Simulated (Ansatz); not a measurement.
Geometry optimisation, RHF/def2-SVP in Ansatz 0.2.0.

Input:

```yaml
crystal:
  periodic: [false, false, false]
  atoms:
    - { symbol: B, position_ang: [-0.7305, 0.5088, 2.4575] }
    - { symbol: "N", position_ang: [-0.4891, 0.3931, 0.9591] }
    - { symbol: C, position_ang: [0.4068, -0.5101, 0.3689] }
    - { symbol: C, position_ang: [0.4997, -0.3552, -0.9308] }
    - { symbol: C, position_ang: [1.2624, -1.148, -1.9079] }
    - { symbol: O, position_ang: [-0.4827, 0.6348, -1.2972] }
    - { symbol: C, position_ang: [-1.074, 1.1493, -0.1223] }
    - { symbol: H, position_ang: [-0.1744, -0.0993, 3.2305] }
    - { symbol: H, position_ang: [-1.5702, 1.3642, 2.8534] }
    - { symbol: H, position_ang: [-0.3014, -0.51289, 2.08211] }
    - { symbol: H, position_ang: [1.0331, -0.8098, -2.9062] }
    - { symbol: H, position_ang: [1.0501, -2.2153, -1.7834] }
    - { symbol: H, position_ang: [2.2875, -0.9461, -1.6907] }
    - { symbol: H, position_ang: [-0.9003, 2.242, -0.011] }
    - { symbol: H, position_ang: [-2.1973, 0.949, -0.1512] }
basis:
  gaussian: { orbitals: def2-SVP }
hamiltonian:
  xc: hf
relax:
  f_tol: 0.02
  max_steps: 50
output:
  orbitals: {}
```

Run as:

```bash
$ ansatz run input.yaml --threads 2 --pin off --max-ram 3072MiB --backend cpu --events-out ev --progress --plain --runs-dir out
```

Question: Where does it end, and by what steps?

Answer: The forces met the threshold. After 17 steps the energy has fallen by 8.480 eV; H10 moved furthest, 1.53 Å. Parted: B1–H10 (1.17 → 2.85 Å). Joined: C3–H10 (1.85 → 1.08 Å).

| step | energy less start (eV) | largest force component (eV/Å) | accepted |
| --- | --- | --- | --- |
| 0 | 0.0000 | 7.156 | yes |
| 1 | -1.8523 | 3.027 | yes |
| 2 | -2.5701 | 2.138 | yes |
| 3 | -3.3411 | 2.639 | yes |
| 4 | -4.2570 | 3.416 | yes |
| 5 | -5.5697 | 4.135 | yes |
| 6 | -6.7239 | 2.507 | yes |
| 7 | -7.6042 | 2.009 | yes |
| 8 | -8.1105 | 0.872 | yes |
| 9 | -8.3610 | 0.610 | yes |
| 10 | -8.3572 | 1.567 | no |
| 11 | -8.4320 | 0.255 | yes |
| 12 | -8.4627 | 0.163 | yes |
| 13 | -8.4728 | 0.181 | yes |
| 14 | -8.4743 | 0.154 | yes |
| 15 | -8.4788 | 0.110 | yes |
| 16 | -8.4795 | 0.058 | yes |
| 17 | -8.4799 | 0.009 | yes |

```xyz
15
Properties=species:S:1:pos:R:3
B -0.951 0.678 2.410
N -0.618 0.432 1.083
C 0.157 -0.627 0.549
C 0.411 -0.377 -0.723
C 1.194 -1.105 -1.754
O -0.155 0.803 -1.109
C -0.996 1.234 -0.073
H -0.590 -0.090 3.260
H -1.598 1.655 2.677
H 0.475 -1.455 1.158
H 0.561 -1.353 -2.609
H 1.612 -2.022 -1.344
H 2.009 -0.475 -2.117
H -0.854 2.298 0.100
H -2.036 1.049 -0.357
```

Time of the run: 58 s on 2 threads of AMD EPYC 7R13 Processor (Zen 3), on a shared host, peak memory 0.38 GiB.
